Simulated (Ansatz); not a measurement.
Relaxation of CH₇NSiTe (11 atoms, charge 0, multiplicity 1), to a largest force component of 0.015 eV/Å in at most 40 steps.

All numbers below come from Ansatz 0.2.0, RKS PBE-D4/def2-SVP.

```xyz
11
Properties=species:S:1:pos:R:3
C -0.898 1.030 -0.157
Si 0.143 -0.397 0.195
N 1.770 0.173 0.554
Te 0.282 -1.875 -1.795
H -0.537 1.624 -1.055
H -0.977 1.757 0.716
H -1.945 0.724 -0.399
H -0.354 -1.115 1.341
H 2.368 -0.660 0.847
H 1.739 0.743 1.464
H -1.527 -2.062 -1.690
```

Problem. Where does it end, and by what steps?

Solution. The run converged. The force dipped under the threshold on the way, but the program's further checks kept it going. After 11 steps the energy has fallen by 0.492 eV; H11 moved furthest, 0.85 Å.

```json
{"step": "0", "energy less start (eV)": "0.0000", "largest force component (eV/Å)": "2.252", "accepted": "yes"}
{"step": "1", "energy less start (eV)": "-0.1629", "largest force component (eV/Å)": "2.976", "accepted": "yes"}
{"step": "2", "energy less start (eV)": "-0.3697", "largest force component (eV/Å)": "0.850", "accepted": "yes"}
{"step": "3", "energy less start (eV)": "-0.4336", "largest force component (eV/Å)": "0.435", "accepted": "yes"}
{"step": "4", "energy less start (eV)": "-0.4688", "largest force component (eV/Å)": "0.245", "accepted": "yes"}
{"step": "5", "energy less start (eV)": "-0.4851", "largest force component (eV/Å)": "0.137", "accepted": "yes"}
{"step": "6", "energy less start (eV)": "-0.4888", "largest force component (eV/Å)": "0.133", "accepted": "yes"}
{"step": "7", "energy less start (eV)": "-0.4912", "largest force component (eV/Å)": "0.032", "accepted": "yes"}
{"step": "8", "energy less start (eV)": "-0.4916", "largest force component (eV/Å)": "0.014", "accepted": "yes"}
{"step": "9", "energy less start (eV)": "-0.4917", "largest force component (eV/Å)": "0.044", "accepted": "yes"}
{"step": "10", "energy less start (eV)": "-0.4918", "largest force component (eV/Å)": "0.020", "accepted": "yes"}
{"step": "11", "energy less start (eV)": "-0.4918", "largest force component (eV/Å)": "0.004", "accepted": "yes"}
```

```xyz
11
Properties=species:S:1:pos:R:3
C -0.916 1.232 -0.076
Si 0.026 -0.378 0.179
N 1.673 0.035 0.576
Te 0.234 -1.777 -1.923
H -0.427 1.854 -0.852
H -0.964 1.815 0.869
H -1.955 1.022 -0.400
H -0.734 -1.244 1.161
H 2.347 -0.713 0.755
H 1.845 0.836 1.191
H -1.063 -2.741 -1.459
```

The run took 25 s on 2 threads of Arm Neoverse V2, on a shared host, peak memory 0.15 GiB.
